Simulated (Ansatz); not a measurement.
Input file for Ansatz (a quantum-chemistry and plane-wave program): SC-NEVPT2 on SA-CASSCF(2,2)/cc-pV(T+d)Z on C2H6Si (SMILES C[Si]C), 2S+1 = 3, a spin state set in the input, which need not be the lowest. Files ending in .json are basis or fitting sets from the Basis Set Exchange.

Ansatz 0.2 input:
```yaml
crystal:
  periodic: [false, false, false]
  atoms:
    - {symbol: C, position_ang: [1.41354259, -0.24759947, 0.49862423]}
    - {symbol: Si, position_ang: [0.03137358, 0.33290770, -0.67691889]}
    - {symbol: C, position_ang: [-1.45488830, -0.19112335, 0.39345417]}
    - {symbol: H, position_ang: [1.47087414, -1.34072610, 0.38839649]}
    - {symbol: H, position_ang: [2.39550506, 0.15470749, 0.24779410]}
    - {symbol: H, position_ang: [1.19865776, -0.05412785, 1.55406134]}
    - {symbol: H, position_ang: [-1.31229954, -1.15173472, 0.89788303]}
    - {symbol: H, position_ang: [-2.40002675, -0.20268754, -0.15023372]}
    - {symbol: H, position_ang: [-1.54386651, 0.56619790, 1.18649281]}
basis:
  gaussian:
    orbitals: cc-pV_T+d_Z.json
magnetization: {spin_polarized: false, initial_magnetization: 2}
correlation: {method: sc_nevpt2, electrons: outside_noble_gas, active_space: {window: {electrons: 2, orbitals: 2}, states: [{multiplicity: 1, weights: [1]}, {multiplicity: 3, weights: [1]}]}}
output: {orbitals: {seedname: ./end}}
```

The log:

```
WARN ansatz: RAYON_NUM_THREADS=2 ignored (pool sized by the plan → 2); use --threads N
Functional definition: HF
integrals: 0.36 GiB planned
2398 factors; integrals over basis functions are off by at most 1.9e-7 eV
mean field: 0.85 GiB planned
mean field evaluation 1: about -10013.9047 eV, gradient 3.0e1 eV
mean field evaluation 2: about -10013.9065 eV, gradient 3.0e1 eV
mean field evaluation 4: about -10017.1350 eV, gradient 3.6e0 eV
mean field evaluation 8: about -10017.2306 eV, gradient 2.6e-4 eV
mean field -10017.23063896 eV, -368.1264360589 hartree, gradient 1.9e-6 eV, S^2 2.000000; 0 other end points of the search recorded, 0 dependent functions left out
reference -10017.23063896 eV, -368.1264360589 hartree; 17, 15 occupied and 166, 168 virtual orbitals, 2398 factors
configuration interaction: 0.40 GiB planned
configuration interaction: 0.00 GiB planned
state -10018.39820823 eV, -368.1693434383 hartree
state -10018.39820823 eV, -368.1693434383 hartree; corrected -10030.67073292 eV, -368.6203504019 hartree
configuration interaction: 0.00 GiB planned
configuration interaction: 0.00 GiB planned
state -10017.14656027 eV, -368.1233462240 hartree
state -10017.14656027 eV, -368.1233462240 hartree; corrected -10029.17966912 eV, -368.5655548178 hartree
Total energy: -10029.92520102 eV, -368.5929526099 hartree
```

Self-consistency was reached. The last total energy is the mean of the averaged states.

Cost: very roughly 16 core-seconds.
